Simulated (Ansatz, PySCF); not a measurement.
System: selane, H2Se, charge 0, multiplicity 1. SMILES: [SeH2]
Coordinates optimised at B3LYP-D3(BJ)/def2-TZVP (Ansatz, a program for electronic structure):
```
Se
H 1 1.4704
H 1 1.4704 2 91.29
```

Wanted: vertical ionisation energy (to the doublet state of charge +1; each state is the SCF solution reached for its spin), in eV. Correlated levels leave the core frozen unless marked. UHF or UKS for open shells. No spin-orbit coupling. The frozen core is the preceding noble-gas configuration, with the filled d and f shells of earlier blocks. Non-relativistic. Basis-set limits of correlation are two-point, X^-3; Hartree-Fock from the larger set. [CCSD(T)-MP2]/basis is that difference in the basis named.

```csv
level,program,vertical ionisation energy (eV),minus last row
SVWN5/def2-TZVPD,Ansatz,10.04,0.14
BHLYP/def2-TZVPD,Ansatz,9.70,-0.20
"MP2/CBS(def2-TZVPPD,def2-QZVPPD)",Ansatz,9.88,-0.02
"CCSD/CBS(aug-cc-pVTZ,aug-cc-pVQZ)",Ansatz,9.82,-0.08
"RI-MP2/CBS(aug-cc-pVTZ,aug-cc-pVQZ)+[CCSD(T)-MP2]/aug-cc-pVQZ",Ansatz,9.90,0.00
"CCSD(T)/CBS(def2-TZVPPD,def2-QZVPPD)",Ansatz,9.90,0.00
"CCSD(T)/CBS(aug-cc-pVTZ,aug-cc-pVQZ)",Ansatz,9.90,0.00
```

For comparison, minus the highest occupied orbital energy (PySCF): 6.02 eV at M06-L/def2-TZVPD, 7.20 eV at PW6B95/def2-TZVPD, 6.07 eV at TPSS/def2-TZVPD.
